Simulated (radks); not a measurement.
Trend from C to Pb: ionisation energy by Delta-SCF between NIST ground configurations, and size. Method: scalar-relativistic Kohn-Sham, PBE, spin-polarised, spherical densities, finite nucleus; open shells are filled with parallel spins first (spin-orbit coupling, left out, can overturn this in heavy ions); Fermi nuclear charge, rms radius of each element as measured or else 0.836 A^(1/3) + 0.57 fm; computed with a radial shooting solver on a logarithmic mesh with Libxc functionals.

species	configuration	configuration of the ion	IE (eV)	NIST (eV)	kind	-e(HOMO) (eV)
C	[He] 2s2 2p2	[He] 2s2 2p1	11.672	11.260	exp.	6.095 (2p)
Si	[Ne] 3s2 3p2	[Ne] 3s2 3p1	8.264	8.152	exp.	4.621 (3p)
Ge	[Ar] 3d10 4s2 4p2	[Ar] 3d10 4s2 4p1	7.944	7.899	exp.	4.415 (4p)
Sn	[Kr] 4d10 5s2 5p2	[Kr] 4d10 5s2 5p1	7.309	7.344	exp.	4.157 (5p)
Pb	[Hg] 6p2	[Hg] 6p1	6.988	7.417	exp.	3.939 (6p)

Reference values: NIST Atomic Spectra Database (measured). Open shells are spherical and high-spin; term and fine-structure splittings are not resolved. Spin-orbit splitting is averaged out at the scalar-relativistic level.
